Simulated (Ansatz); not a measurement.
C₂H₆OSSi, SMILES `SC1CO[SiH2]1`, relaxed with RKS PBE-D4/def2-SVP in Ansatz from a rough embedded geometry. The force threshold is 0.03 eV/Å; the program also tests the step.

Charge 0, multiplicity 1.

Start:

```xyz
11

S    -0.665   -0.980   -1.733
C    -0.150   -0.657   -0.082
C     1.278   -0.055   -0.065
O     1.019    0.944    1.068
Si   -0.610    1.008    0.669
H    -1.998   -1.317   -1.510
H    -0.293   -1.502    0.636
H     1.653    0.400   -0.915
H     2.069   -0.818    0.308
H    -1.399    0.909    1.913
H    -0.905    2.068   -0.291
```

```csv
step,energy (eV),largest force (eV/Å),largest move (Å)
1,-22908.3609,5.146,0.000
2,-22908.8747,1.472,0.157
3,-22908.9405,0.470,0.071
4 (rejected),-22908.8863,0.973,0.133
5,-22908.9671,0.104,0.064
6,-22908.9730,0.155,0.049
7,-22908.9798,0.252,0.127
8,-22908.9846,0.178,0.025
9,-22908.9899,0.141,0.080
10,-22908.9925,0.235,0.109
11,-22908.9938,0.157,0.021
12,-22908.9950,0.025,0.046
13,-22908.9953,0.018,0.035
```

End:

```xyz
11

S    -0.606   -0.977   -1.826
C    -0.122   -0.714   -0.076
C     1.313   -0.109    0.036
O     1.063    1.225    0.550
Si   -0.618    0.960    0.689
H    -1.952   -0.839   -1.657
H    -0.261   -1.636    0.522
H     1.838   -0.054   -0.945
H     1.952   -0.684    0.743
H    -1.120    0.969    2.111
H    -1.487    1.859   -0.146
```

Run time 15 s (4 threads of an INTEL XEON PLATINUM 8581C on a shared host); peak host memory 0.18 GiB.
